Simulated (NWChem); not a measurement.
Correlation energy of CF2

```
C
F 1 1.2986
F 1 1.2986 2 104.83
```
Charge 0, spin multiplicity 1.

The numbers come from NWChem runs, not from measurements. Structure: optimised with B3LYP/def2-SVP, a minimum by its harmonic frequencies.

Basis set: def2-SVP. Each correlation energy counts from its own Hartree-Fock reference.

The correlated methods keep 3 core orbitals frozen. The structure started from a generated list of species. Coupled-cluster values serve here as a point of comparison, not as the truth.

```
method        correlation energy (mHa)
------------  ------------------------
MP2                             -478.5
SCS-MP2                              …
CR-CCSD[T]                      -503.7
CR-CCSD(T)                      -502.2
CCSD                            -492.7
CCSD+T(CCSD)                         …
CCSD(T)                         -504.4
```

### Question
Some entries are withheld; supply them.

### Answer

- SCS-MP2, correlation energy (mHa): -461.5
- CCSD+T(CCSD), correlation energy (mHa): -506.4
